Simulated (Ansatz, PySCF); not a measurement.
Reaction R1 → P1 + P2, each structure at its B3LYP-D3(BJ)/def2-TZVP stationary point, reached from a drawn start (curvature not checked).
R1: Ge2H6 (SMILES [GeH3][GeH3]), charge 0, multiplicity 1.
P1: GeH4 (SMILES [GeH4]), charge 0, multiplicity 1.
P2: GeH2 (SMILES [GeH2]), charge 0, multiplicity 1.

P less R. No zero-point or thermal terms; no spin–orbit coupling.

Frozen-core correlation throughout. In cc and def2 sets filled d and f shells under p-block atoms count as core. CBS: X⁻³ extrapolation of the correlation energy, Hartree–Fock from the larger set.

Codes used: Ansatz (a program for electronic structure) with Gaussian orbitals; PySCF for the D3/D4 terms. Each number belongs to the level named beside it.

PBE/def2-TZVPP gives 2.042 eV for the reaction energy.

Q: How do the other levels lie against it? Give each less PBE: PBE-D3(BJ)/def2-TZVPP, r2SCAN/def2-TZVPP, B3LYP/def2-TZVPP, wB97M-V/def2-TZVPP, B2PLYP/def2-TZVPP, MP2/CBS(cc-pVTZ, cc-pVQZ), CCSD(T)/CBS(cc-pVTZ, cc-pVQZ).

A: PBE-D3(BJ)/def2-TZVPP 0.058; r2SCAN/def2-TZVPP 0.175; B3LYP/def2-TZVPP -0.217; wB97M-V/def2-TZVPP -0.059; B2PLYP/def2-TZVPP -0.113; MP2/CBS(cc-pVTZ, cc-pVQZ) 0.087; CCSD(T)/CBS(cc-pVTZ, cc-pVQZ) -0.015 eV. 3 of 7 lie above PBE; the widest gap is to B3LYP/def2-TZVPP.
